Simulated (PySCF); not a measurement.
# Levels of Sr+ from EOM-EA-GCCSD

Reference: closed-shell Sr(2+), [Kr]; one electron is added. Calculated with PySCF 2.14, two-component X2C-1e with screened spin-orbit coupling, x2c-TZVPPall-2c with one added diffuse shell each of s, p, d, f type (9s10p8d3f1g, 109 functions); frozen [Ne]; the 4 highest virtual spinors dropped; of the others 108 kept and the rest restored at second order. No Breit or QED terms. Binding energies in eV.

```csv
level,Koopmans,second order,EOM-CCSD,NIST
5s1/2,10.424,10.995,10.971,11.030
4d3/2,8.331,9.067,9.049,9.226
4d5/2,8.310,9.028,9.004,9.191
5p1/2,7.743,8.048,8.039,8.090
5p3/2,7.655,7.946,7.937,7.991
6s1/2,4.946,5.101,5.087,5.112
5d3/2,4.207,4.362,4.346,4.424
```

Electric-dipole lines between these computed levels:

| lower | upper | ΔE (eV) | vacuum wavelength (nm) |
| --- | --- | --- | --- |
| 5s1/2 | 5p1/2 | 2.932 | 422.9 |
| 5s1/2 | 5p3/2 | 3.033 | 408.7 |
| 4d3/2 | 5p1/2 | 1.010 | 1228 |
| 4d3/2 | 5p3/2 | 1.112 | 1115 |
| 4d5/2 | 5p3/2 | 1.067 | 1162 |
| 5p1/2 | 6s1/2 | 2.952 | 420.0 |
| 5p1/2 | 5d3/2 | 3.693 | 335.7 |
| 5p3/2 | 6s1/2 | 2.851 | 434.9 |
| 5p3/2 | 5d3/2 | 3.592 | 345.2 |

The highest levels are limited by the diffuse functions of the basis.
